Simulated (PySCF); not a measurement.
Molfile (atoms numbered from 1):
```
CH4BClO
     RDKit          3D

  8  7  0  0  0  0  0  0  0  0999 V2000
   -1.0082    0.2737    0.1965 C   0  0  0  0  0  0  0  0  0  0  0  0
   -0.0498   -0.7576    0.2044 O   0  0  0  0  0  0  0  0  0  0  0  0
    1.2607   -0.6414   -0.0077 B   0  0  0  0  0  0  0  0  0  0  0  0
    2.0323    0.9179   -0.3504 Cl  0  0  0  0  0  0  0  0  0  0  0  0
   -0.5567    1.2514   -0.0274 H   0  0  0  0  0  0  0  0  0  0  0  0
   -1.4947    0.3126    1.1821 H   0  0  0  0  0  0  0  0  0  0  0  0
   -1.7715    0.0406   -0.5602 H   0  0  0  0  0  0  0  0  0  0  0  0
    1.9459   -1.6287    0.0362 H   0  0  0  0  0  0  0  0  0  0  0  0
  1  2  1  0
  2  3  1  0
  3  4  1  0
  1  5  1  0
  1  6  1  0
  1  7  1  0
  3  8  1  0
M  END
```

Averaged over atoms made equivalent by symmetry, fast rotation or ring inversion, single conformer, no solvent model, no relativistic terms. σ from GIAO-PBE0/pcSseg-1; geometry from PBE0-D3(BJ)/def2-SVP; PySCF 2.14.

Referencing at the same level of theory: ¹³C, ¹H vs TMS; ¹⁷O against H2O; ¹¹B vs BF3·OEt2; HCl for ³⁵Cl.

| atoms | nucleus | count | δ (ppm) |
| --- | --- | --- | --- |
| Cl4 | ³⁵Cl | 1 | 147 |
| C1 | ¹³C | 1 | 53.7 |
| O2 | ¹⁷O | 1 | ? |
| B3 | ¹¹B | 1 | 35.6 |
| H5/H6/H7 | ¹H | 3 | 4.00 |
| H8 | ¹H | 1 | ? |

Task: Complete the table.

Result: 
- H8: 5.19 ppm, hydrogen on a boron bonded to Cl, O
- O2: 173.4 ppm, oxygen bonded to C, B

Hydrogens on boron are broadened and split by ¹¹B (spin 3/2, 80 %) and 10B (spin 3). Shifts are as computed. Against solution values, carbons near 30 ppm lie about +2 ppm off and those near 130 ppm about +5 ppm. Of 1211 compounds with measured shifts, 218 miss one by over three times the rms of a fit or turn the order of signals round; such compounds aren't used in these exercises. Experimental scales use liquid or dissolved standards, which lie at an offset from isolated H2O (liquid H2O: subtract about 36 ppm).
